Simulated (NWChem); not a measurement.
## A calculation on HNP (+1)

```xyz
3

N      0.0000     0.0000     1.0969
P      0.0000     0.0000    -0.3898
H      0.0000     0.0000    -1.8314
```
Charge +1, spin multiplicity 1.

All runs are NWChem calculations. The geometry was optimised at PBE0/def2-SVP, a minimum by its harmonic frequencies.

Symmetry labels belong to the abelian group C2v used in the runs, with the axes of the coordinates shown; states degenerate in a higher group split over its labels.

The structure started from a generated list of species.

List the lowest 3 singlet excitations that TD-PBE/def2-SVPD gives, with oscillator strengths.


```
state  symmetry  energy (eV)  wavelength (nm)      f
-----  --------  -----------  ---------------  -----
1            a2         4.92              252  0.000
2            b1         5.22              237  0.019
3            b2         5.22              237  0.019
```
